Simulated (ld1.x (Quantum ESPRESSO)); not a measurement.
LDA (PZ) PAW dataset for Eu (Z = 63), scalar-relativistic all-electron reference.

```
Element                 : Eu
Generator               : ld1.x (Quantum ESPRESSO) 7.5
Type                    : PAW
Functional              : LDA (PZ)
Relativity              : scalar-relativistic
Frozen core             : [Kr] 4d10 4f7
Valence charge          : 10
Reference configuration : 5s2 5p6 5d0 6s2 6p0
Partial waves           : 5s (bound): rcut 2.50, rcutus 2.80 bohr; 6s (bound): rcut 2.50, rcutus 2.80 bohr; 5p (bound): rcut 2.15, rcutus 2.40 bohr; 6p (bound, empty): rcut 2.15, rcutus 2.40 bohr; 5d (bound, empty): rcut 3.60, rcutus 4.10 bohr; 5d channel at 5.15 Ry: rcut 3.60, rcutus 4.10 bohr
Local potential         : all-electron potential smoothed inside 2.00 bohr (lloc = -1)
Core correction         : a·sin(br)/r model core, default radius (ld1.x builds one for every PAW set, though the input has nlcc=.false.)
Augmentation charge     : BESSEL, radius 2.00 bohr
```

All-electron outer shells of the reference configuration (LDA (PZ), scalar-relativistic, ld1.x):

| shell | level (eV) | outermost node (bohr) | outermost maximum (bohr) |
| --- | --- | --- | --- |
| 4d | -134.70 | 0.27 | 0.57 |
| 5s | -44.79 | 0.67 | 1.23 |
| 5p | -23.87 | 0.72 | 1.41 |
| 6s | -3.77 | 1.66 | 3.56 |
| 4f | -2.91 | – | 0.59 |
| 5d | -1.72 | 0.82 | 2.19 |
| 6p | -1.24 | 2.02 | 4.93 |

Problem. Does the generator finish with these settings?

Solution. Yes, a potential is produced and its reference levels are reproduced.

Problem. Does the potential have ghost states?

Solution. Ghost state, extra bound levels that the all-electron valence spectrum of the same l lacks: d at -7.7 eV (s, p not tested). A true bound ghost makes a file unfit for plane-wave use.

Problem. Is the overlap operator S = 1 + Σ q|β⟩⟨β| positive definite (Bessel basis up to 400 Ry)?

Solution. No: its lowest eigenvalue is -0.038, in the p channel, so the generalised eigenproblem breaks down once the basis is large enough.

Test run stopped at test 1 of 9 (negative rho).

Its overlap operator is not positive definite in a basis up to 400 Ry (lowest eigenvalue s -0.01, p -0.04), so the file is unfit for use: the generalised eigenproblem breaks down once the basis is large enough, and its test numbers describe a broken file.
